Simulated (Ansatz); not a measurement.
Gas-phase electronic energies from Ansatz, PBE0-D4/def2-TZVP geometries. CCSD(T)/CBS adds triple-zeta CCSD(T) − MP2 to the extrapolated MP2 energy (def2 sets, frozen cores). This one scheme is used for every species. DFT in def2-TZVPP. Triplets are unrestricted, without spin–orbit coupling.

Reaction (formal loss of a carbene): `C#[C][Al]([CH3])[F]` → `C#[C][AlH][F]` + `[CH2]` (triplet)

(1) Is it downhill or uphill in electronic energy at CCSD(T)/CBS, and by how much? (Estimate.)

(2) What do these levels give: PBE-D4, r2SCAN-D4, r2SCANh-D4, r2SCAN0, RPA@PBE/def2-TZVPP, MP2/def2-TZVPP? (Estimate.)

Largest T1 diagnostic among the species: 0.013.

Answers

(1) Computed: Uphill: ΔE = +115.9 kcal/mol.

(2) Computed: PBE-D4 117.7, r2SCAN-D4 111.4, r2SCANh-D4 110.9, r2SCAN0 109.9, RPA@PBE/def2-TZVPP 110.2, MP2/def2-TZVPP 116.2 kcal/mol.

The D4 term adds +1.8 kcal/mol with B3LYP and +1.0 kcal/mol with PBE0; it sums over pairs of atoms, weighted by their polarisabilities, and B3LYP, whose exchange is more repulsive, gets the larger term. In def2-TZVPP, CCSD(T) changes the Hartree–Fock value by +33.6 kcal/mol (the triples alone add +2.7 kcal/mol) and MP2 by +36.9 kcal/mol.

B3LYP here is the variant with VWN-RPA as its local correlation; programs differ in this.
